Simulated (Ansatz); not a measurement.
## Worked example: GeH3I + C2H2F3I → GeH2I2 + C2H3F3

Species: GeH3I `[GeH3][I]`, singlet; C2H2F3I (1,1,1-trifluoro-2-iodoethane) `FC(F)(F)CI`, singlet; GeH2I2 `[I][GeH2][I]`, singlet; C2H3F3 (1,1,1-trifluoroethane) `CC(F)(F)F`, singlet. The partners trade H for I: Ge–H and C–I bonds give way to Ge–I and C–H.

Shapes, held fixed at every level: PBE0-D4/def2-TZVP. Programs: Ansatz 0.2.0. The zero-point and thermal change to 298 K, harmonic and unscaled (PBE0-D4/def2-TZVP), is +8.6 kJ/mol.

At CCSD(T)/def2-TZVPP; 1 Eh = 2625.50 kJ/mol:

```
species   energy (Eh)
  GeH3I  -2374.572634
C2H2F3I   -673.650271
 GeH2I2  -2671.159105
 C2H3F3   -377.118282
```

Q: Work out ΔH(298 K) of the reaction at this level.

A: 
1. Products less reactants: (-2671.159105) + (-377.118282) − [(-2374.572634) + (-673.650271)] = -0.054482 Eh = -143.0 kJ/mol.
2. With the thermal change: -143.0 + (+8.6) = -134.4 kJ/mol.

Other levels give -154.5 (HF/def2-SVP) to -135.2 kJ/mol (SPW92/def2-TZVPP). No measured value is set beside it here. For atoms past krypton def2 sets carry core potentials with scalar relativity. Relativity is left out for Ge. Outer-core shells of Ge, I are correlated, in sets that cover them unevenly.
